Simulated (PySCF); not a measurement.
An unknown is described by computed data only.

Elements present: C, H and P. Monoisotopic mass: 134.0414 u.

| Quantity | Value |
| --- | --- |
| 13C NMR | chemical shifts (computed TMS as zero) by class: 54.6 (1 C), 39.9 (1 C), 30.7 (2 C), 14.7 (1 C) ppm [GIAO PBE0/pcSseg-1] |
| UV, first state | lowest singlet excitation: 3.15 eV (394 nm, f = 0.000) [TDDFT CAM-B3LYP/def2-SVPD] |
| Polarisability | 112.9 au [CAM-B3LYP/def2-SVPD] |
| Dipole | 1.31 D [CAM-B3LYP/def2-SVPD] |
| Rotational structure | rotational constants A, B, C: 2.401, 1.255, 1.128 GHz [GFN2-xTB] |
| Triplet | lowest triplet excitation (Tamm–Dancoff): 2.20 eV [TDA CAM-B3LYP/def2-SVPD] |
| 1H NMR | chemical shifts (computed TMS as zero) by class: 9.63 (1 H), 2.00 (2 H), 1.59 (6 H), 0.97 (3 H) ppm [GIAO PBE0/pcSseg-1] |

Gas-phase values; electronic properties from PySCF, density fitting. Levels stand in brackets. Geometry: GFN2-xTB, one conformer, isolated molecule. NMR classes are plain means over equivalent atoms (diastereotopic ones count apart unless rotation or inversion swaps them), as if these changed places fast.

Task: Which formula fits the mass and the elements?

Result: C5H12P2 (calculated 134.0414). No other formula that holds each of these elements comes within 0.0003 u with a fitting electron parity and a possible valence count.

Task: Propose a structure and show how it fits.

Result: Numbering: `[H]/[P:7]=[P:6]/[C:3]([CH2:2][CH3:1])([CH3:4])[CH3:5]`. 5 carbons fall into 4 classes; from least to most shielded: sp3 carbon bound to phosphorus [C3] (54.6 ppm), chain CH2 carbon [C2] (39.9 ppm), methyl carbon [C4/C5] (30.7 ppm, 2 C), methyl carbon [C1] (14.7 ppm). Hydrogen classes from least to most shielded: 1 H on a phosphorus bonded to P and H, P7 (9.63 ppm), 2 H on a chain CH2 carbon, C2 (2.00 ppm, a mean of values up to 0.7 ppm apart in this geometry), 6 H on 2 methyl carbons, C4/C5 (1.59 ppm, a mean of values up to 1.5 ppm apart in this geometry), 3 H on a methyl carbon, C1 (0.97 ppm, a mean of values up to 0.5 ppm apart in this geometry). S1 is mainly HOMO→LUMO (weight 0.99); the largest Löwdin shares of the orbital it empties are 0.46 on the phosphorus bonded to C and P, 0.33 on the phosphorus bonded to P and H and 0.09 on the sp3 carbon bound to phosphorus, of the orbital it fills 0.42 on the phosphorus bonded to P and H, 0.41 on the phosphorus bonded to C and P and 0.04 on the P–H hydrogen. The optimised geometry has point group C1 and is an asymmetric top. Structure: `[H]/P=P/C(C)(C)CC`. Computed isomers that give other values at the same levels: `CP(CP)C1CC1` (13C chemical shifts (computed TMS as zero) by class: 20.0 (1 C), 18.0 (1 C), 15.8 (1 C), 5.4 (2 C) ppm); `CP1CCPCC1` (13C chemical shifts (computed TMS as zero) by class: 33.1 (2 C), 21.5 (2 C), 17.7 (1 C) ppm); `PP1CCCCC1` (13C chemical shifts (computed TMS as zero) by class: 32.5 (1 C), 26.7 (2 C), 24.0 (2 C) ppm). The assignments are read from this structure; whether some other isomer fits the data as well wasn't checked.

Shape of the structure used: `[H]/[P:7]=[P:6]/[C:3]([CH2:2][CH3:1])([CH3:4])[CH3:5]`: C1–C2–C3–C4 177°, C2–C3–P6–P7 -137°.
